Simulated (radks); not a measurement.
Isoelectronic series with 56 electrons, each ion in its NIST ground configuration. Calculated with a radial shooting solver on a logarithmic mesh with Libxc functionals: Dirac Kohn-Sham, LDA (Slater exchange, Perdew-Wang correlation), spin-unpolarised, spherical densities, finite nucleus; open shells fill j = l - 1/2 first; Fermi nuclear charge, rms radius of each element as measured or else 0.836 A^(1/3) + 0.57 fm. Total energies (hartree) and mean radii <r> (bohr):

[
 {"ion": "Ba", "configuration": "[Xe] 6s2", "E (hartree)": "-8132.7331", "4d5/2": "0.8054", "4d3/2": "0.7953", "4p3/2": "0.7247"},
 {"ion": "La+", "configuration": "[Xe] 5d2", "E (hartree)": "-8490.4904", "4d5/2": "0.7723", "4d3/2": "0.7626", "4p3/2": "0.7022"},
 {"ion": "Ce2+", "configuration": "[Xe] 4f2", "E (hartree)": "-8857.6070", "4d5/2": "0.7544", "4d3/2": "0.7443", "4p3/2": "0.6861"},
 {"ion": "Pr3+", "configuration": "[Xe] 4f2", "E (hartree)": "-9234.0087", "4d5/2": "0.7277", "4d3/2": "0.7178", "4p3/2": "0.6669"},
 {"ion": "Nd4+", "configuration": "[Xe] 4f2", "E (hartree)": "-9619.5347", "4d5/2": "0.7022", "4d3/2": "0.6925", "4p3/2": "0.6483"},
 {"ion": "Pm5+", "configuration": "[Kr] 4d10 4f3 5s2 5p5", "E (hartree)": "-10013.9419", "4d5/2": "0.6837", "4d3/2": "0.6739", "4p3/2": "0.6332"},
 {"ion": "Sm6+", "configuration": "[Kr] 4d10 4f4 5s2 5p4", "E (hartree)": "-10417.8500", "4d5/2": "0.6663", "4d3/2": "0.6565", "4p3/2": "0.6189"},
 {"ion": "Eu7+", "configuration": "[Kr] 4d10 4f5 5s2 5p3", "E (hartree)": "-10831.3994", "4d5/2": "0.6499", "4d3/2": "0.6401", "4p3/2": "0.6053"},
 {"ion": "Gd8+", "configuration": "[Kr] 4d10 4f6 5s2 5p2", "E (hartree)": "-11254.6725", "4d5/2": "0.6345", "4d3/2": "0.6245", "4p3/2": "0.5923"},
 {"ion": "Tb9+", "configuration": "[Kr] 4d10 4f6 5s2 5p2", "E (hartree)": "-11687.7891", "4d5/2": "0.6155", "4d3/2": "0.6057", "4p3/2": "0.5777"},
 {"ion": "Dy10+", "configuration": "[Kr] 4d10 4f8 5s2", "E (hartree)": "-12130.1961", "4d5/2": "0.6055", "4d3/2": "0.5954", "4p3/2": "0.5679"},
 {"ion": "Ho11+", "configuration": "[Kr] 4d10 4f8 5s2", "E (hartree)": "-12583.0210", "4d5/2": "0.5883", "4d3/2": "0.5784", "4p3/2": "0.5545"},
 {"ion": "Er12+", "configuration": "[Kr] 4d10 4f8 5s2", "E (hartree)": "-13045.5985", "4d5/2": "0.5720", "4d3/2": "0.5622", "4p3/2": "0.5416"},
 {"ion": "Tm13+", "configuration": "[Kr] 4d10 4f9 5s1", "E (hartree)": "-13517.3993", "4d5/2": "0.5599", "4d3/2": "0.5500", "4p3/2": "0.5312"},
 {"ion": "Yb14+", "configuration": "[Kr] 4d10 4f10", "E (hartree)": "-13999.3726", "4d5/2": "0.5483", "4d3/2": "0.5383", "4p3/2": "0.5211"},
 {"ion": "Lu15+", "configuration": "[Kr] 4d10 4f10", "E (hartree)": "-14492.2456", "4d5/2": "0.5341", "4d3/2": "0.5243", "4p3/2": "0.5096"},
 {"ion": "Hf16+", "configuration": "[Kr] 4d10 4f10", "E (hartree)": "-14995.3220", "4d5/2": "0.5206", "4d3/2": "0.5108", "4p3/2": "0.4985"},
 {"ion": "Ta17+", "configuration": "[Kr] 4d10 4f10", "E (hartree)": "-15508.6318", "4d5/2": "0.5077", "4d3/2": "0.4980", "4p3/2": "0.4878"},
 {"ion": "W18+", "configuration": "[Kr] 4d10 4f10", "E (hartree)": "-16032.2798", "4d5/2": "0.4954", "4d3/2": "0.4858", "4p3/2": "0.4775"},
 {"ion": "Re19+", "configuration": "[Kr] 4d10 4f10", "E (hartree)": "-16566.3850", "4d5/2": "0.4836", "4d3/2": "0.4741", "4p3/2": "0.4676"}
]
